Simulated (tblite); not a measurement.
Compound: C₅H₂NO (doublet state).
Structure used (GFN2-xTB), in Å, numbered top down from 1:
```
atom  x, y, z in Å
C1     3.1330   -0.4105   -0.0972
C2     1.9585   -0.3037    0.1908
C3     0.5789   -0.1001    0.0499
C4    -0.2198    0.9641    0.4254
N5    -1.5024    0.6490    0.1400
C6    -1.4582   -0.5319   -0.3967
O7    -0.2361   -1.0494   -0.4790
H8     0.0564    1.8849    0.8941
H9    -2.2967   -1.0966   -0.7524
```

Method: GFN2-xTB as coded in tblite; computed harmonic values from a numerical Hessian at the method's own geometry, unscaled. Errors from tens to a few hundred cm⁻¹ against measured bands are possible. One conformer, not necessarily the lowest. Open shells enter through the occupations alone, without spin polarisation, and single modes of such species can be off by tens of per cent.

Harmonic wavenumbers (cm⁻¹): 134.1, 155.5, 358.0, 414.4, 603.6, 636.5, 643.5, 795.2, 818.5, 894.3, 962.3, 1082.6, 1106.3, 1166.1, 1216.1, 1309.5, 1421.4, 1495.1, 2019.6, 3184.3, 3202.3.

A = 9730, B = 2195, C = 1799 MHz; mass 92.014 u (most abundant isotopes); point group C1, symmetry number 1; spin multiplicity 2.

**Question.** What is the zero-point energy?

**Answer.** ½Σν̃ = 11810 cm⁻¹ = 141.27 kJ/mol.

**Question.** What is S at 500 K and 1 bar for an ideal gas of classical rigid rotors and harmonic oscillators?

**Answer.** Translation 176.00, rotation 117.44, vibration 78.85, spin (R ln 2) 5.76: S = 378.1 J/(mol K).

**Question.** And Cp and H(500 K) − H(0)?

**Answer.** Cp = 126.97 J/(mol K), of which vibrations give 93.71 (their classical limit is 21 R = 174.6); H(500 K) − H(0) = 39.17 kJ/mol without the zero-point energy, 22.54 from vibrations.

**Question.** How do the functions run with temperature in this model?

**Answer.** 
```
 T (K)  S (J/(mol K))  Cp (J/(mol K))  H − H(0) (kJ/mol)  G − H(0) (kJ/mol)  ln q(vib)
   150          274.2            56.3               6.45             -34.68       0.64
   250          307.8            77.8              13.12             -63.83       1.50
298.15          322.5            88.8              17.14             -79.01       1.96
   400          351.6           110.0              27.29            -113.36       2.99
   600          402.4           140.3              52.56            -188.90       5.15
   900          464.7           165.6              98.86            -319.34       8.34
```

q(vib) and H(0) count from the zero-point level.

**Question.** What must be added to the electronic energy to get the Gibbs energy at 500 K and 1 bar?

**Answer.** ZPE + [H(500 K) − H(0)] − T·S = 141.27 + 39.17 − 189.03 = -8.59 kJ/mol.

Hindered rotation and anharmonicity are outside this model. Other conformers, if any are populated, would add a mixing term that is left out.
